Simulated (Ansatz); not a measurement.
Gas-phase electronic energies from Ansatz, PBE0-D4/def2-TZVP geometries. CCSD(T)/CBS is the MP2 limit (def2-TZVPP, def2-QZVPP) plus CCSD(T) − MP2 in def2-TZVPP, frozen cores. DFT in def2-TZVPP. B3LYP here is the variant with VWN-RPA as its local correlation; programs differ in this. For Ge outer-core shells are correlated without core-valence functions, which leaves a few kJ/mol of doubt a bond. Scalar relativity is left out up to krypton. Each species was taken in one conformer, which may not be the lowest.

Reaction (cleavage of the Si–Ge bond): `[SiH3][GeH]1[CH2][NH]1` + `[OH][GeH]([F])[F]` → `[F][GeH]([F])[O][SiH3]` + `[CH2]1[NH][GeH2]1`

| level | ΔE (kcal/mol) | difference from CCSD(T)/CBS |
| --- | --- | --- |
| r2SCAN-D4 | -14.4 | 1.8 |
| PBE0-D4 | -12.6 | 3.6 |
| B3LYP-D4 | -16.0 | 0.2 |
| ωB97X-V | -16.7 | -0.5 |
| ωB97M-V | -16.7 | -0.5 |
| B2PLYP | -17.0 | -0.8 |
| r2SCAN | -14.5 | 1.7 |
| PBE0 | -12.7 | 3.5 |
| B3LYP | -16.2 | 0.0 |
| MP2/def2-TZVPP | -16.8 | -0.6 |
| SCS-MP2/def2-TZVPP | -18.4 | -2.2 |
| CCSD(T)/def2-TZVPP | -16.5 | -0.3 |
| HF/def2-QZVPP | -24.7 | -8.5 |
| MP2/def2-QZVPP | -16.9 | -0.7 |
| SCS-MP2/def2-QZVPP | -18.7 | -2.5 |
| MP2/CBS(def2) | -16.5 | -0.3 |
| CCSD(T)/CBS | -16.2 | 0 |

Largest T1 diagnostic among the species: 0.013.

From PBE to PBE0 (25 % exact exchange), in def2-TZVPP and without D4, ΔE moves by −2.3 kcal/mol. In def2-TZVPP, CCSD(T) changes the Hartree–Fock value by +7.4 kcal/mol (the triples alone add +1.2 kcal/mol) and MP2 by +7.1 kcal/mol.
